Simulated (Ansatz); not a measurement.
`O[SiH](Cl)[GeH2][Cl]` at its PBE0-D4/def2-TZVP geometry, where that method's forces vanish. The species carries charge 0 and has multiplicity 1.

```json
{"atom": "O1", "x (Å)": "-1.398", "y (Å)": "1.268", "z (Å)": "-0.432"}
{"atom": "Si2", "x (Å)": "-0.910", "y (Å)": "-0.127", "z (Å)": "0.264"}
{"atom": "Cl3", "x (Å)": "-1.600", "y (Å)": "-1.764", "z (Å)": "-0.769"}
{"atom": "Ge4", "x (Å)": "1.471", "y (Å)": "-0.113", "z (Å)": "0.182"}
{"atom": "Cl5", "x (Å)": "2.025", "y (Å)": "-0.233", "z (Å)": "-1.902"}
{"atom": "H6", "x (Å)": "-2.334", "y (Å)": "1.404", "z (Å)": "-0.597"}
{"atom": "H7", "x (Å)": "-1.439", "y (Å)": "-0.272", "z (Å)": "1.645"}
{"atom": "H8", "x (Å)": "2.086", "y (Å)": "-1.340", "z (Å)": "0.874"}
{"atom": "H9", "x (Å)": "2.098", "y (Å)": "1.176", "z (Å)": "0.735"}
```

(1) For each bond, give half the difference of the two atoms' forces along it (eV/Å; positive pushes the atoms apart) under PBE-D4, r2SCAN-D4, B3LYP-D4, ωB97M-V in def2-TZVPP. (Estimate.)

Answers

(1) Ansatz gave: 
```json
{"bond": "O1–Si2", "length (Å)": "1.633", "PBE-D4": "0.33", "r2SCAN-D4": "0.05", "B3LYP-D4": "0.12", "ωB97M-V": "0.15"}
{"bond": "O1–H6", "length (Å)": "0.959", "PBE-D4": "0.32", "r2SCAN-D4": "0.02", "B3LYP-D4": "-0.02", "ωB97M-V": "-0.06"}
{"bond": "Si2–Cl3", "length (Å)": "2.055", "PBE-D4": "0.14", "r2SCAN-D4": "0.06", "B3LYP-D4": "0.19", "ωB97M-V": "0.07"}
{"bond": "Si2–Ge4", "length (Å)": "2.383", "PBE-D4": "-0.13", "r2SCAN-D4": "-0.03", "B3LYP-D4": "-0.02", "ωB97M-V": "-0.08"}
{"bond": "Si2–H7", "length (Å)": "1.485", "PBE-D4": "0.02", "r2SCAN-D4": "-0.03", "B3LYP-D4": "-0.16", "ωB97M-V": "-0.19"}
{"bond": "Ge4–Cl5", "length (Å)": "2.160", "PBE-D4": "0.24", "r2SCAN-D4": "0.08", "B3LYP-D4": "0.30", "ωB97M-V": "0.11"}
{"bond": "Ge4–H8", "length (Å)": "1.536", "PBE-D4": "0.09", "r2SCAN-D4": "-0.04", "B3LYP-D4": "-0.04", "ωB97M-V": "-0.08"}
{"bond": "Ge4–H9", "length (Å)": "1.536", "PBE-D4": "0.08", "r2SCAN-D4": "-0.04", "B3LYP-D4": "-0.05", "ωB97M-V": "-0.09"}
```

B3LYP here is the variant with VWN-RPA as its local correlation; programs differ in this.
